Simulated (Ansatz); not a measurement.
`B[SiH](B)F` + H₂O → `B[SiH](B)O` + H–F  (formal hydrolysis of the Si–F bond)

Isolated molecules relaxed with PBE0-D4/def2-TZVP in Ansatz; ΔE leaves out vibrations. CBS: MP2 limit from def2 TZ/QZ plus the TZ coupled-cluster correction, frozen cores. This one scheme is used for every species. Functionals use def2-TZVPP. One conformer a species, not always the lowest.

Is it downhill or uphill in electronic energy at CCSD(T)/CBS, and by how much? (Best estimate.)

Computed: Uphill: ΔE = +45.7 kJ/mol.

What do these levels give: revPBE-D4, CAM-B3LYP-D4, ωB97M-V, BHLYP, SCS-MP2/def2-TZVPP, CCSD/CBS(def2)? (Best estimate.)

Computed: revPBE-D4 42.2, CAM-B3LYP-D4 48.8, ωB97M-V 46.8, BHLYP 51.2, SCS-MP2/def2-TZVPP 45.3, CCSD/CBS(def2) 47.3 kJ/mol.

Largest T1 diagnostic among the species: 0.014.

Leaving LDA and LC-ωPBE aside and taking each functional with its dispersion term where it has one, the values, not all of them listed here, spread over 7.3 kJ/mol, from revPBE-D4 to B97M-V. LDA lies −5.2 kJ/mol from PBE without D4. In def2-TZVPP, CCSD(T) changes the Hartree–Fock value by −9.6 kJ/mol (the triples alone add −1.5 kJ/mol) and MP2 by −11.3 kJ/mol. The D4 term adds −3.2 kJ/mol with B3LYP and −1.7 kJ/mol with PBE0; it sums over pairs of atoms, weighted by their polarisabilities, and B3LYP, whose exchange is more repulsive, gets the larger term.

B3LYP here is the variant with VWN-RPA as its local correlation; programs differ in this.
